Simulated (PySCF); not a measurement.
**Polarisability and C₆ of In³⁺ (indium, charge +3)**

[Kr] 4d10, closed-shell 1S. Calculation: PySCF 2.14, in ANO-RCC-VTZP (7s6p4d2f1g, 68 functions); scalar relativity by spin-free X2C-1e. Coupled (time-dependent) response in atomic units; α is the mean over directions. The basis has no added diffuse functions, which lowers α and C₆.

```csv
method,mean α (bohr³),C₆ (like pair),S(−4)
UHF,3.056,13.49,1.266
PBE,3.341,14.87,1.768
PBE0,3.242,14.40,1.576
wB97X-V,3.265,14.51,1.620
```

S(−4) is the Cauchy moment in α(ω) = α(0) + S(−4) ω² + …

α(iu) at PBE0:

```
u (hartree)  α(iu) (bohr³)
          0          3.242
     0.0500          3.238
      0.100          3.227
      0.200          3.182
      0.300          3.111
      0.500          2.920
      0.750          2.641
       1.00          2.366
       1.50          1.885
       2.00          1.504
       3.00         0.9820
       5.00         0.4829
```

A single London oscillator, α(iu) = α/(1 + u²/ω²), gives C₆ = (3/4) ω α². Matching the computed C₆ needs ω = 4 × 14.40 / (3 × 3.242²) = 1.83 hartree.

For an ion, C₆ is the dispersion term alone; charge-induced terms of lower order in 1/R come first.
